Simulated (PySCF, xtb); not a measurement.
H2O3Si, SMILES O=[Si](O)O.

GFN2-xTB in xtb at its own geometry gives an orbital gap of 6.94 eV and a dipole moment of 2.09 D.

Coordinates come from a B3LYP-D3(BJ)/def2-SVP optimisation. One conformer was computed; it need not be the lowest.

Task: What does PBE/def2-TZVPD (PySCF) give? (The exact figures need the calculation; the answer reports its results.)

Result: gap 4.56 eV (levels -6.91 and -2.35 eV), dipole 1.84 D.
